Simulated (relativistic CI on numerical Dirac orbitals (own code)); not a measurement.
**Slater and spin-orbit integrals, Tb⁴¹⁺**

Calculated at this level of theory: Dirac-Coulomb-Breit CI, orbitals from a KLI potential per configuration, model QED (radiative potential, 1s self-energy scaled to tabulated hydrogen-like ionisation energies), unscaled Slater integrals (own radial code, finite nucleus).

Slater integrals F^k, G^k are unscaled and averaged over j, outside the closed core [Ne]; ζ comes from projecting the Hamiltonian with its Breit term on Σ l·s of the shell.

- 3s²3p⁶3d⁶: F^2(3d,3d) = 504570, F^4(3d,3d) = 325570, ζ(3d) = 120690 cm⁻¹; <r>(3d) = 0.202, <r^2>(3d) = 0.04739 (bohr units).
- 3s²3p⁵3d⁷: ζ(3p) = 913720, F^2(3d,3d) = 503700, F^4(3d,3d) = 324980, F^2(3p,3d) = 439080, G^1(3p,3d) = 471610, G^3(3p,3d) = 313660, ζ(3d) = 119550 cm⁻¹; <r>(3p) = 0.2255, <r^2>(3p) = 0.05887, <r>(3d) = 0.2023, <r^2>(3d) = 0.04754 (bohr units).
- 3s²3p⁴3d⁸: F^2(3p,3p) = 436380, ζ(3p) = 913050, F^2(3d,3d) = 502810, F^4(3d,3d) = 324370, F^2(3p,3d) = 438660, G^1(3p,3d) = 471600, G^3(3p,3d) = 313520, ζ(3d) = 118420 cm⁻¹; <r>(3p) = 0.2258, <r^2>(3p) = 0.05898, <r>(3d) = 0.2026, <r^2>(3d) = 0.04769 (bohr units).

Give the Racah parameters of the d shell in 3s²3p⁶3d⁶.

B = F²/49 − 5F⁴/441 = 6606 cm⁻¹ and C = 35F⁴/441 = 25839 cm⁻¹.

Averages of the first 10 configurations, taken without configuration mixing, which lowers the lowest level and can move excited configurations by several eV; other configurations of the list can lie among them:

```
Configuration  Parity  States  Average energy above the lowest level (eV)
    3s²3p⁶3d⁶    even     210                                        70.3
    3s²3p⁵3d⁷     odd     720                                       437.9
    3s²3p⁴3d⁸    even     675                                       812.5
     3s3p⁶3d⁷    even     240                                       740.4
       3p⁶3d⁸    even      45                                      1420.0
     3s3p⁵3d⁸     odd     540                                      1106.7
  3s²3p⁶3d⁵4s    even     504                                      1343.6
  3s²3p⁶3d⁵4p     odd    1512                                      1456.9
  3s²3p⁴3d⁷4s    even    3600                                      2069.1
  3s²3p⁶3d⁵4d    even    2520                                      1596.1
```
